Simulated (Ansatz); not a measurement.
Calculated with Ansatz (gas phase, PBE0-D4/def2-TZVP geometries, no zero-point term in ΔE). CCSD(T)/CBS is the MP2 limit (def2-TZVPP, def2-QZVPP) plus CCSD(T) − MP2 in def2-TZVPP, frozen cores. This one scheme is used for every species, atoms too. Functionals use def2-TZVPP. B3LYP here is the variant with VWN-RPA as its local correlation; programs differ in this. Open shells (•) are unrestricted, without spin–orbit coupling. Spin–orbit coupling would lower the free atoms: a little for B, C. Each species was taken in one conformer, which may not be the lowest.

`BN(C)BC` → 2 B• + 2 C• + 9 H• + N•  (atomization)

| level | ΔE (kJ/mol) | difference from CCSD(T)/CBS |
| --- | --- | --- |
| PBE0-D4 | 5425.2 | 50.6 |
| B3LYP-D4 | 5429.3 | 54.7 |
| ωB97M-V | 5423.3 | 48.7 |
| B2PLYP | 5364.3 | -10.3 |
| PBE | 5459.8 | 85.2 |
| PBE0 | 5404.8 | 30.2 |
| B3LYP | 5390.6 | 16.0 |
| CCSD(T)/def2-TZVPP | 5261.0 | -113.6 |
| HF/CBS(def2) | 4135.1 | -1239.5 |
| MP2/CBS(def2) | 5432.2 | 57.6 |
| CCSD(T)/CBS | 5374.6 | 0 |

Largest T1 diagnostic among the species: 0.014.

The D4 term adds +38.7 kJ/mol with B3LYP and +20.4 kJ/mol with PBE0; it sums over pairs of atoms, weighted by their polarisabilities, and B3LYP, whose exchange is more repulsive, gets the larger term. From PBE to PBE0 (25 % exact exchange), in def2-TZVPP and without D4, ΔE moves by −54.9 kJ/mol: exact exchange takes away binding that semilocal exchange gives to molecules. In def2-TZVPP, CCSD(T) changes the Hartree–Fock value by +1132.7 kJ/mol (the triples alone add +59.8 kJ/mol) and MP2 by +1190.2 kJ/mol; breaking electron pairs costs correlation energy, which Hartree–Fock lacks.

For atomizations the MP2-based limit and the directly extrapolated one differ by several kJ/mol either way, and by 10 to 25 for some Ge, Se and Sn compounds, so smaller differences from it don't rank the levels.
